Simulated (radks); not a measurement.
The potassium anion K-, [Ar] 4s2, held by a Watson sphere: a shell of charge +1 at radius R that stands for the Madelung well of a crystal (potential energy -1/R inside, -1/r outside, in hartree with lengths in bohr). All-electron calculation, scalar-relativistic Kohn-Sham, LDA (Slater exchange, Perdew-Wang correlation), spin-polarised, spherical densities, point nucleus. Program: a radial shooting solver on a logarithmic mesh with Libxc functionals. Response by self-consistent Sternheimer equations with the Hartree and adiabatic LDA kernel, the relativistic mass of each level held fixed and spin-orbit coupling left out. The sphere does not respond.

R (bohr) = 2.75: e(3s) (eV) -37.061; e(3p) (eV) -20.780; e(4s) (eV) -3.657; <r> 4s (bohr) 4.236; sum of <r^2> (bohr^2) 61.09; X-ray form factor at sin(theta)/lambda = 0.3 1/angstrom 10.991; alpha (bohr^3) 176.9
R (bohr) = 3.06: e(3s) (eV) -36.407; e(3p) (eV) -20.128; e(4s) (eV) -3.598; <r> 4s (bohr) 4.311; sum of <r^2> (bohr^2) 62.55; X-ray form factor at sin(theta)/lambda = 0.3 1/angstrom 10.991; alpha (bohr^3) 187.3
R (bohr) = 3.4: e(3s) (eV) -35.862; e(3p) (eV) -19.579; e(4s) (eV) -3.515; <r> 4s (bohr) 4.409; sum of <r^2> (bohr^2) 64.44; X-ray form factor at sin(theta)/lambda = 0.3 1/angstrom 10.992; alpha (bohr^3) 202.1
R (bohr) = 3.44: e(3s) (eV) -35.808; e(3p) (eV) -19.524; e(4s) (eV) -3.504; <r> 4s (bohr) 4.421; sum of <r^2> (bohr^2) 64.67; X-ray form factor at sin(theta)/lambda = 0.3 1/angstrom 10.992; alpha (bohr^3) 204.0
R (bohr) = 4.6: e(3s) (eV) -34.797; e(3p) (eV) -18.491; e(4s) (eV) -3.150; <r> 4s (bohr) 4.802; sum of <r^2> (bohr^2) 72.53; X-ray form factor at sin(theta)/lambda = 0.3 1/angstrom 10.992; alpha (bohr^3) 277.3
